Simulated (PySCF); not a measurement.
Compound: C5H7FOSi.
SMILES with atom numbers: `[O:1]=[C:2]1[CH2:3][CH:4]=[C:5]([SiH2:6][F:7])[CH2:8]1` (hydrogens: H9, H10 on C3; H11 on C4; H12, H13 on Si6; H14, H15 on C8)

Structure used (GFN2-xTB), in Å, numbered top down from 1:
```
atom  x, y, z in Å
O1    -2.6069    1.2638    1.0618
C2    -1.6873    0.6380    0.6085
C3    -1.7569   -0.7565    0.0159
C4    -0.3495   -1.0443   -0.3884
C5     0.4894   -0.0436   -0.1208
Si6    2.3301    0.0129   -0.4586
F7     2.7304   -1.3949   -1.1309
C8    -0.2437    1.0995    0.5230
H9    -2.1362   -1.4672    0.7545
H10   -2.4530   -0.7760   -0.8266
H11   -0.0726   -1.9789   -0.8445
H12    2.6825    1.0216   -1.4485
H13    3.1090    0.0834    0.7701
H14    0.1360    1.3286    1.5213
H15   -0.1757    2.0216   -0.0587
```

Method used: TDDFT wB97X-D/def2-SVPD, vertical, gas phase, core orbitals frozen in the response (PySCF).

Frontier orbitals with the atoms that hold most of them (Löwdin shares over 4%, at most four atoms; ? is withheld):

| orbital | ε (eV) | atoms |
| --- | --- | --- |
| LUMO+2 | 1.57 | Si6 42%, H13 12%, H12 12%, F7 10% |
| LUMO+1 | 1.20 | C4 32%, C5 24%, Si6 8%, C3 6% |
| LUMO | ? | ? |
| HOMO | -9.33 | O1 55%, C2 12%, C8 11%, C3 11% |
| HOMO-1 | -9.65 | ? |
| HOMO-2 | -11.53 | C5 26%, Si6 19%, C3 10%, F7 9% |
| HOMO-3 | -11.93 | Si6 29%, H12 19%, H13 19%, F7 18% |

Task: Which atoms hold the LUMO, and with what shares?

Result: C2 (bonded to 2 C and O) 33%; O1 (bonded to C) 26%; C3 (bonded to 2 C and 2 H) 9%; C8 (bonded to 2 C and 2 H) 8%. By element: carbon 50% or more, oxygen 26%.

Task: Give the leading atoms of the HOMO-1.

Result: C5 (bonded to 2 C and Si) 32%; C4 (bonded to 2 C and H) 30%; C3 (bonded to 2 C and 2 H) 7%; C8 (bonded to 2 C and 2 H) 7%.

Task: What is the LUMO energy, and the HOMO–LUMO gap?

Result: ε(LUMO) = 0.91 eV; the gap is 10.25 eV (0.3766 hartree).

Task: How does S1 compare with the orbital gap of 10.25 eV?

Result: S1 is at 4.31 eV (f = 0.0000), 5.94 eV below the gap, made of HOMO→LUMO (87%), HOMO→LUMO+1 (9%). Without the coupling terms of the response equations the lowest excitation would equal the gap.

Task: Give energy, strength and leading configuration of S1, S2, S3 and S4, and follow the Löwdin shares of the leading atoms from the occupied to the empty orbital.

Result: 
- S1 (4.31 eV, f 0.0000), HOMO→LUMO (87%): O1 55% → 26%, C2 12% → 33%; low, almost dark, from the terminal oxygen into the C=O bond, the pattern of n→π*
- S2 (6.14 eV, f 0.0059), HOMO-1→LUMO (94%): C5 32% → at most 8%, C4 30% → at most 8%, C2 at most 8% → 33%, O1 at most 8% → 26%
- S3 (6.15 eV, f 0.0025), HOMO→LUMO+1 (86%): O1 55% → at most 6%, C2 12% → at most 6%, C4 at most 11% → 32%, C5 at most 11% → 24%
- S4 (6.85 eV, f 0.309), HOMO-1→LUMO+1 (89%): C5 32% → 24%, C4 30% → 32%

One conformer stands for the species.
